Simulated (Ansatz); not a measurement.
A made-up structure of GaH$_{2}$SO (charge -1), singlet:

O1  (-1.153, 0.624, -0.425)
Ga2  (0.505, 0.084, 0.187)
S3  (-2.010, 1.756, 0.529)
H4  (-1.648, -0.178, -0.611)
H5  (1.297, 1.428, 0.485)
(Å)

It is relaxed with PBE-D4/def2-SVPD and then PBE0-D4/def2-TZVPD (Ansatz 0.2.0). Atoms count as bonded within 1.22 times the sum of their covalent radii (H–H: 0.88 Å). The end point is not checked to be a true minimum.

Task: Does its bonding change? (Judge from chemistry; the calculation decides.)

Result: By the calculation: Yes. Formed: Ga2–S3; broken: O1–Ga2.

Where it ends: The first stage lowers the energy by 1.61 eV in 24 steps. It ends as GaH₂SO ([OH][S][GaH]), total charge -1:
O1  (-2.282, 0.545, -0.602)
Ga2  (0.730, 0.289, 0.268)
S3  (-1.172, 1.573, 0.213)
H4  (-1.763, -0.254, -0.784)
H5  (1.476, 1.562, 1.071)
(Å)

Labels in which every atom is bracketed show which atoms are joined, not bond orders.

For scale, one of the runs: PBE0-D4/def2-TZVPD relaxation, 158 basis functions, launched by `ansatz run in.yaml --threads 2 --pin off --events-out ev --progress --plain --max-ram 4352MiB`. The run took about 18 s on 2 CPU threads of an Intel Xeon 6975P-C (shared host).
